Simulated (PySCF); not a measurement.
## Ce(NO2)4 at several levels of theory

Computed with PySCF 2.14.0 (density fitting, no spin-orbit coupling) at the geometry relaxed with PBE:

```xyz
13
Ce(NO2)4 (singlet)
Ce   -0.0003    0.0000    0.0000
O     0.4992    0.9556    2.2177
O     1.7899    1.3899    0.6161
N     1.5860    1.5039    1.8804
O    -1.7891   -0.6178    1.3904
O    -0.5002   -2.2197    0.9520
N    -1.5857   -1.8826    1.5028
O     1.7899   -1.3899   -0.6161
O     0.4992   -0.9556   -2.2177
N     1.5860   -1.5039   -1.8804
O    -0.5002    2.2197   -0.9520
O    -1.7891    0.6178   -1.3904
N    -1.5857    1.8826   -1.5028
```

```
level                                              basis    state  HOMO (eV)  gap (eV)  charge on Ce1 (e)  population of f-type functions on Ce1 (polarisation alone where 4f lies in the core)  dipole about the centre of mass (D)  largest force component (eV/Å)
  PBE  Ce lcecp-2-SVP with ECP46, O def2-SVP, N def2-SVP  singlet          –         –               1.33                                                                                  0.13                                 0.00                            0.01
 BLYP                                           the same  singlet          –         –               1.29                                                                                  0.13                                 0.00                            0.49
B3LYP                                           the same  singlet          –         –               1.55                                                                                  0.13                                 0.00                            0.78
   HF                                           the same  singlet          –         –               2.36                                                                                  0.12                                 0.00                            3.66
```

In the lcecp rows the 4f levels are missing from HOMO and gap, and the state counts the valence alone.

Charges are Mulliken's, which hang on the basis. The relaxation used the grid (50, 194), these runs (75, 302) or, all-electron (x2c bases, spin-free X2C Hamiltonian), (99, 590).

(1) What does M06-L with Ce lcecp-2-SVP with ECP46, O def2-SVP, N def2-SVP give here?

A frequency check found unstable modes (3, the lowest at -56 cm⁻¹), so the relaxed geometry is probably a saddle point.

## Answers

(1) state singlet, charge on Ce1 (e) 1.79, population of f-type functions on Ce1 (polarisation alone where 4f lies in the core) 0.12, dipole about the centre of mass (D) 0.00, largest force component (eV/Å) 0.72. Time: 28 s on 4 threads of Arm Neoverse V2, on a shared host, from an already converged density.
